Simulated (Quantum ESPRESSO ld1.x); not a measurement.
The numbers below are computed, except where a source is named.
Question: Radial electron density D(r) = 4 pi r^2 rho(r) of an atom or ion with 22 electrons. Code: ld1.x of Quantum ESPRESSO 7.5. Model: scalar-relativistic Kohn-Sham, LDA (Slater exchange, Perdew-Zunger correlation), spin-polarised, spherical densities, point nucleus.

r (bohr),D(r) (e/bohr),spin D(r)
0.002091,0.5082,0.00147
0.002415,0.6643,0.00192
0.002767,0.8538,0.00247
0.003195,1.111,0.00321
0.00369,1.440,0.00416
0.004228,1.834,0.00529
0.004883,2.361,0.00680
0.005639,3.023,0.00870
0.00646,3.799,0.0109
0.007461,4.808,0.0138
0.008617,6.040,0.0172
0.009951,7.524,0.0214
0.0114,9.176,0.0259
0.01317,11.20,0.0313
0.01521,13.49,0.0373
0.01742,15.87,0.0433
0.02012,18.54,0.0495
0.02324,21.24,0.0550
0.02662,23.68,0.0589
0.03074,25.93,0.0608
0.03551,27.61,0.0593
0.04068,28.51,0.0542
0.04698,28.58,0.0445
0.05426,27.76,0.0311
0.06216,26.32,0.0170
0.07179,24.47,0.00438
0.08291,22.84,-0.000260
0.09498,22.03,0.00885
0.1097,22.40,0.0388
0.1267,24.11,0.0933
0.1451,26.62,0.166
0.1676,29.37,0.261
0.1936,31.09,0.367
0.2236,30.78,0.483
0.2561,28.25,0.613
0.2958,23.63,0.809
0.3416,18.21,1.12
0.3914,13.80,1.55
0.452,11.03,2.16
0.522,10.50,2.88
0.5981,11.42,3.52
0.6907,12.64,4.00
0.7977,12.96,4.14
0.9139,11.99,3.92
1.055,9.816,3.40
1.219,7.142,2.71
1.396,4.768,2.04
1.613,2.807,1.41
1.863,1.508,0.902
2.134,0.7910,0.559
2.464,0.3999,0.331
2.846,0.2309,0.215
3.261,0.1737,0.170
3.766,0.1540,0.154
4.349,0.1374,0.137
5.023,0.1087,0.109
5.754,0.07355,0.0736
6.646,0.03906,0.0391
7.675,0.01601,0.0160
8.793,0.005276,0.00528
10.15,0.001186,0.00119
11.73,0.0001851,0.000185

What is the nuclear charge?

Answer: Z = 24. The innermost maximum, from 1s, lies near gamma/Z bohr with gamma = sqrt(1 - (Z/c)^2) = 0.985, here 0.041 bohr (found: 0.0441), and its height grows with Z. The density is that of the chromium ion Cr2+ in [Ne] 3s1.5 3p6 3d4 4d0.5; the configuration itself is not fixed sharply by these data, and Z only to about a unit. D(r) has 3 maxima, at r = 0.0441, 0.205, 0.773 bohr, and minima at 0.0981, 0.506 bohr, inside which lie 2.12, 10.64 electrons.
